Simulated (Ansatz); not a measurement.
This geometry of ClGaH₂ (4 atoms, charge 0, multiplicity 1) is a first-order saddle point.

Theory: RKS PBE/def2-SVP (Ansatz).

```xyz
4
Properties=species:S:1:pos:R:3
Ga 0.250 0.000 -0.563
Cl 1.305 0.000 1.812
H 1.745 0.000 0.205
H -1.342 0.000 -0.324
```

Q: Which two structures does it join? (They come from a converged band through this point; their orientation in space is the band's.)

A: Bonds broken: Ga1–Cl2, Ga1–H3. Bonds formed: Cl2–H3. ClGaH2 becomes ClH + GaH.

Initial state:

```xyz
4
Properties=species:S:1:pos:R:3
Ga 0.454 0.000 0.074
Cl 0.822 0.000 2.215
H 1.743 0.000 -0.821
H -1.060 0.000 -0.338
```

Final state:

```xyz
4
Properties=species:S:1:pos:R:3
Ga 0.084 0.000 -0.864
Cl 1.586 0.000 1.867
H 1.820 0.000 0.548
H -1.532 0.000 -0.420
```

Q: How far does it lie above each of them?

A: 47.0 kcal/mol above the first and 4.5 kcal/mol above the second. This is the barrier of this one path; another mechanism may lie lower. The orbitals stay closed-shell, which can raise the energy where a bond breaks towards radicals; this wasn't checked here.

The run took 47 s on 1 thread of Arm Neoverse V1, on a shared host, peak memory 0.1 GiB.
